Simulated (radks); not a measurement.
Spherical quantum dot in the effective-mass picture: electrons in a parabolic well V = omega^2 r^2 / 2 with omega = 4.42, all in effective atomic units (hartree* = m*/eps^2 hartree, bohr* = eps/m* bohr), one dielectric constant everywhere. Calculated with a radial shooting solver with Libxc functionals: non-relativistic Kohn-Sham, r2SCAN, spin-polarised, spherical densities, generalised Kohn-Sham scheme. Levels are named by radial order and angular momentum (1s, 1p, 1d, 2s, ...), and open shells are averaged over m. Results are scaled to m* = 0.169 and eps = 8, for which hartree* = 71.86 meV and bohr* = 2.505 nm.

N = 5, configuration 1s2 1p(up 3, down 0). This is the lowest configuration that the search found. Occupied and some empty levels:

| level | occupation | eigenvalue (meV) | <r> (nm) |
|---|---|---|---|
| 1s up | 1 | 878.25 | 1.472 |
| 1s down | 1 | 908.48 | 1.451 |
| 1p up | 3 | 1152.0 | 1.901 |
| 1p down | 0 | 1188.0 | 1.898 |
| 1d up | 0 | 1444.4 | 2.240 |
| 2s up | 0 | 1470.9 | 2.066 |
| 1d down | 0 | 1480.1 | 2.240 |
| 2s down | 0 | 1493.6 | 2.058 |
| 1f up | 0 | 1748.1 | 2.533 |
| 1f down | 0 | 1784.1 | 2.527 |

Energy (meV): total 4195.12, kinetic 1472.0, external 1892.0, Hartree 1168.9, exchange-correlation -337.84.
